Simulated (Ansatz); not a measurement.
Cost and result for the atomization energy of CH$_{6}$SeSi$_{2}$, SMILES `C[SiH]1[SiH2][Se]1` (10 atoms, 10 bonds).

Z-matrix (Å, degrees):
```
C
Si 1 1.864
H 1 1.091 2 110.4
H 1 1.093 2 110.3 3 -120.4
H 1 1.093 2 110.3 3 120.0
Si 2 2.257 1 123.5 3 24.1
Se 2 2.297 1 116.6 3 -46.8
H 2 1.484 1 112.4 3 179.5
H 6 1.483 2 121.6 1 -1.7
H 6 1.483 2 122.9 1 153.6
```

Charge 0, multiplicity 1. Correlated methods include outer-core shells of Se, which these sets cover unevenly. Scalar relativity is left out up to krypton. All single points use the PBE0-D4/def2-TZVP geometry. Program: Ansatz. All runs use 4 threads of an Arm Neoverse V1 on a shared host. Times are those of one run each, without the atoms' runs, and a repeat can differ threefold. Electronic energies, without spin–orbit coupling; frozen cores. CCSD(T)/CBS adds CCSD(T) − MP2 in def2-TZVPP to the MP2 limit, and its time is that of the two runs behind it. T1 = 0.011. With those shells the extrapolation isn't a true limit. B3LYP takes the VWN-RPA correlation (the form of Gaussian; ORCA's B3LYP/G).

CCSD(T)/CBS is a level of theory with its own doubt, some kJ/mol a heavy atom from the limit and from the frozen cores, so smaller differences don't rank the functionals.

```tsv
level	functions	wall time	atomization (kJ/mol)	difference from CCSD(T)/CBS	per bond
PBE-D4/def2-TZVPP (with forces)	247	2.9 s	3301.2	11.0	1.1
PBE0-D4/def2-TZVPP	247	4 s	3279.5	-10.7	-1.1
r2SCAN-D4/def2-TZVPP (with forces)	247	5.5 s	3300.2	10.0	1.0
B3LYP-D4/def2-TZVPP (with forces)	247	6 s	3265.1	-25.1	-2.5
B2PLYP/def2-TZVPP	247	6.5 s	3224.9	-65.3	-6.5
ωB97X-V/def2-TZVPP	247	10 s	3303.4	13.2	1.3
ωB97M-V/def2-TZVPP (with forces)	247	15 s	3275.5	-14.7	-1.5
MP2/def2-QZVPP	466	26 s	3266.6	-23.6	-2.4
CCSD(T)/def2-TZVPP	247	2.7 min	3193.7	-96.5	-9.7
CCSD(T)/CBS(def2)	–	3.1 min	3290.2	0.0	0.0
```

In def2-TZVPP, CCSD(T) changes the Hartree–Fock value by +763.7 kJ/mol (the triples alone add +46.9 kJ/mol) and MP2 by +780.3 kJ/mol; breaking electron pairs costs correlation energy, which Hartree–Fock lacks. The D4 term adds +43.2 kJ/mol with B3LYP and +22.6 kJ/mol with PBE0; it sums over pairs of atoms, weighted by their polarisabilities, and B3LYP, whose exchange is more repulsive, gets the larger term. From PBE to PBE0 (25 % exact exchange), in def2-TZVPP and without D4, the atomization energy moves by −17.9 kJ/mol: exact exchange takes away binding that semilocal exchange gives to molecules.
